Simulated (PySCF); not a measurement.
These compounds are isomers of formula C7H10O2Si.

A. `InChI=1S/C7H10O2Si/c1-3-5-7(8)6-10-9-4-2/h4H,2,6,10H2,1H3`
B. SMILES C1[Si@](C#C)(C)C[C@@H]1C(=O)O
C. SMILES C=CCC1=COC(=O)[SiH2]C1
D. SMILES [C@@H]1(C=C)[C@](C#C)([SiH](O)O)C1

Spectrum 1. 1H NMR (300 MHz, computed): δ 6.05 (m, 1H), 5.70 (m, 1H), 5.43 (m, 1H), 5.00 (s, 1H), 2.54 (br s, 1H), 2.10 (br s, 1H), 1.95 (m, 1H), 1.45 (m, 1H), 1.35 (m, 1H), 1.13 (s, 1H). 13C{1H} NMR (computed): δ 149.5 (CH), 121.8 (CH2), 92.6 (C), 69.4 (CH), 37.2 (CH), 25.7 (CH2), 9.8 (C).

Spectrum 2. 1H NMR (300 MHz, computed): δ 6.67 (s, 1H), 5.91 (m, 1H), 5.48 (m, 1H), 5.38 (m, 1H), 4.28 (m, 2H), 2.77 (d, 2H), 1.73 (m, 2H). 13C{1H} NMR (computed): δ 181.7 (C), 146.7 (CH), 144.9 (CH), 123.4 (CH2), 118.3 (C), 48.7 (CH2), 13.3 (CH2).

Spectrum 3. 1H NMR (300 MHz, computed): δ 6.54 (m, 1H), 5.04 (t, 2H), 4.91 (m, 1H), 4.57 (m, 1H), 2.96 (t, 2H), 2.17 (s, 3H). 13C{1H} NMR (computed): δ 186.3 (C), 151.9 (CH), 101.7 (CH2), 96.8 (C), 86.1 (C), 43.1 (CH2), 5.0 (CH3).

Spectrum 4. 1H NMR (300 MHz, computed): δ 5.98 (br s, 1H), 3.27 (m, 1H), 2.13 (s, 1H), 1.86 (m, 2H), 1.80 (m, 2H), 0.50 (s, 3H). 13C{1H} NMR (computed): δ 185.0 (C), 105.0 (CH), 91.5 (C), 33.3 (CH), 23.9 (CH2), 1.2 (CH3).

Computational details: GFN2-xTB geometry, NMR shieldings at PBE0/pcSseg-1/GIAO, in PySCF 2.14.0 with density-fitted response routines (non-relativistic, averaged over atoms made equivalent by symmetry, fast rotation or ring inversion, gas phase, single conformer).

Chemical shifts δ = σref − σ; 1H and 13C against TMS, all at this level. Where no couplings were computed, multiplicities follow the n + 1 count of equivalent neighbours, and m marks all less simple cases (inequivalent or close neighbours, rings, F or P nearby). Acid and N–H amide carbonyl carbons lie up to 10 ppm further downfield in solution (hydrogen bonding). Shifts are as computed. Against solution values, carbons near 30 ppm lie about +3 ppm off and those near 130 ppm about +5 ppm. Of 1211 compounds with measured shifts, 218 miss one by over three times the rms of a fit or turn the order of signals round; such compounds aren't used in these exercises. OH and NH positions are gas-phase values without hydrogen bonding to other molecules.

**Question.** Which spectrum belongs to which compound?

**Answer.** 1–D, 2–C, 3–A, 4–B.

- Spectrum 1 (D): 7 13C signals; δC 149.5 is an alkene CH; δC 121.8 is a terminal =CH2 carbon.
- Spectrum 2 (C): 7 13C signals; δC 146.7 is an alkene CH; δC 144.9 is an alkene carbon bearing oxygen.
- Spectrum 3 (A): 7 13C signals; δC 151.9 is an alkene carbon bearing oxygen; δC 101.7 is a β carbon of an enol-ether or enamine type C=C.
- Spectrum 4 (B): 6 13C signals; δC 185.0 is a carboxylic acid carbon; δC 105.0 is a terminal alkyne carbon.
